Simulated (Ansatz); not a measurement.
The input (input.yaml):

```yaml
crystal:
  periodic: [false, false, false]
  atoms:
    - { symbol: C, position_ang: [-1.00954, 0.979149, 0.264892] }
    - { symbol: C, position_ang: [0.133521, 0.047386, 0.428001] }
    - { symbol: O, position_ang: [0.684539, 0.014541, 1.601558] }
    - { symbol: Al, position_ang: [0.902519, -1.205238, -1.101777] }
    - { symbol: H, position_ang: [-1.882006, 0.394244, -0.075895] }
    - { symbol: H, position_ang: [-1.265665, 1.558626, 1.172868] }
    - { symbol: H, position_ang: [-0.781784, 1.659541, -0.57431] }
    - { symbol: H, position_ang: [0.674948, -2.649892, -0.424706] }
    - { symbol: H, position_ang: [0.2545, 0.631145, 2.23689] }
    - { symbol: H, position_ang: [2.419512, -0.66707, -1.175864] }
    - { symbol: H, position_ang: [-0.065245, -0.819333, -2.330958] }
magnetization:
  spin_polarized: true
basis:
  gaussian: { orbitals: cc-pVDZ }
hamiltonian:
  xc: b3lyp
md:
  timestep: 0.5
  n_steps: 200
  ensemble: nve
  temperature: 300.0
  initial_velocities: maxwell_boltzmann
  seed: 5464
```

Launched with:

```bash
$ ansatz run input.yaml --threads 2 --pin off --max-ram 3072MiB --backend cpu --events-out ev --progress --plain --runs-dir out
```

Hardware: 2 threads of Arm Neoverse V1 (shared host).

**Question.** Roughly how long does this run take, and how much memory?

**Answer.** 11 min, with a peak of 0.25 GiB, for 201 ionic steps.
